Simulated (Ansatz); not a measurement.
## Ligand exchange: Zn(CH3)Br + CuNH2 → Zn(CH3)(NH2) + CuBr

Species: Zn(CH3)Br, singlet; CuNH2 `[NH2][Cu]`, singlet; Zn(CH3)(NH2), singlet; CuBr, singlet. The partners trade Br for NH2: Zn–Br and Cu–NH2 bonds give way to Zn–NH2 and Cu–Br.

Shapes, held fixed at every level: PBE0-D4/def2-TZVP. Programs: Ansatz 0.2.0. Electronic energies: no zero-point or thermal term.

```csv
level,kind,ΔE (kJ/mol)
HF/def2-TZVPP,Hartree–Fock,-66.1
PBE-D4/def2-TZVPP,GGA,-8.3
r2SCAN-D4/def2-TZVPP,meta-GGA,-14.3
B3LYP-D4/def2-TZVPP,global hybrid,-21.5
r2SCAN0-D4/def2-TZVPP,global hybrid,-31.1
wB97X-V/def2-TZVPP,range-separated hybrid,-34.1
wB97M-V/def2-TZVPP,range-separated hybrid,-32.0
```

wB97M-V/def2-TZVPP gives ΔE = -32.0 kJ/mol; the levels span -66.1 to -8.3. The median of the levels is -31.1. No measured value is set beside it here. Relativity is left out for Br, Zn unless named.
